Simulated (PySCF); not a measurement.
System: BiH5, charge 0, multiplicity 1. SMILES: [BiH5]
Geometry: optimised at B3LYP-D3(BJ)/def2-TZVP (Ansatz).

Dispersion corrections to the total energy (kcal/mol) from the dftd3 and dftd4 libraries through PySCF: D3(BJ) without and D4 with the three-body term, each with the damping fitted for the functional named.

```tsv
functional	D3(BJ)	D4
BHLYP	(withheld)	-2.39
r2SCAN	-0.47	(withheld)
CAM-B3LYP	-1.53	(withheld)
PBE	-1.85	-1.86
TPSSh	-2.17	-2.25
PBE0	-1.63	-1.54
HSE06	-1.27	-1.44
```

Task: Fill in the missing entries.

Result: 
- BHLYP, D3(BJ): -2.95
- r2SCAN, D4: -0.41
- CAM-B3LYP, D4: -1.56
